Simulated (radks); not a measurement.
The numbers below are computed, except where a source is named.
Fe+, 25 electrons, occupied as [Ar] 3d5 4s1 4p1 (not the ground configuration). Code: a radial shooting solver on a logarithmic mesh with Libxc functionals. Model: scalar-relativistic Kohn-Sham, r2SCAN, spin-unpolarised, spherical densities, finite nucleus; meta-GGA in the generalised Kohn-Sham scheme; Fermi nuclear charge, rms radius 3.7377 fm.

X-ray form factor f0, the Fourier transform of the density (f0(0) = 25):

sin(theta)/lambda (1/angstrom),f0 (electrons)
0.05,24.431
0.1,23.024
0.15,21.321
0.2,19.640
0.25,18.055
0.3,16.556
0.4,13.819
0.5,11.543
0.6,9.801
0.8,7.661
1,6.544
1.25,5.595
1.5,4.729
2,3.200
